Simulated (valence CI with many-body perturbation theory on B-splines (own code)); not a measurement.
# Questions on Ba XXVI

Level of theory: valence CI with perturbative core correlation (CI+MBPT): three valence electrons over a frozen Dirac-Fock core [Ar] 3d10, a basis of 11 s, 11 p, 10 d, 8 f, 5 g, 2 h functions for each j, with the one-electron correlation potential Σ1 (screened to all orders), the two-electron term Σ2, the three-electron term Σ3, Breit, model QED; selected single and double excitations, second order for the rest, scaled by the run's own slope (own B-spline code, finite nucleus).

No measured levels were compared; by estimate levels hold to about 250 cm⁻¹ or 0.2 % of their energy and the worst to 1 %, as in measured heavy ions of charge 2 to 7; those with d or f electrons hold less well.

Levels are named by their leading jj configuration (3d3/2^4 stands for four electrons in 3d with j = 3/2), which in mixed levels can hold well under half, so a name can repeat and another be missing.

Rates and lifetimes use the calculated energies. Strong lines usually hold to 10 to 20 %, long lifetimes can be off by a factor of two.

(1) What is the ground level?

(2) What is the ionisation energy?

(3) Where does the other parity begin?

(4) Name the longest-lived excited levels whose lifetime is computed, and their main decay.

(5) How well does LS coupling describe the low levels?

(6) Among levels below 380.54 eV, which E1 lines absorb most strongly from the ground level?

Answers

(1) (4s^2 4p1/2) J=1/2, composition 99 % 4s²4p ²P°, g = 0.663.

(2) 848.35 eV; NIST lists 846 ± 4 eV (theoretical).

(3) At (4s 4p1/2^2) J=1/2, 53.86 eV.

(4) (4s 4p3/2 4d5/2) J=9/2 at 185.76 eV lives 32.0 μs, mostly by M1 to (4s 4p1/2 4d5/2) J=7/2; (4s^2 4p3/2) J=3/2 at 21.31 eV lives 21.7 μs, mostly by M1 to (4s^2 4p1/2) J=1/2.

(5) Among the lowest 20 levels the leading LS term, summed over configurations, holds 78 % on average. For single configurations the figures are 75 % in LS and 89 % in jj coupling. Terms mix most in the J = 3/2 level at 137.73 eV, where the leading one holds 40 %.

(6) to (4s^2 4d3/2) J=3/2 at 10.30 nm, f = 0.734; to (4s 4p1/2 4p3/2) J=1/2 at 14.64 nm, f = 0.416; to (4s 4p1/2 4p3/2) J=3/2 at 15.30 nm, f = 0.324.
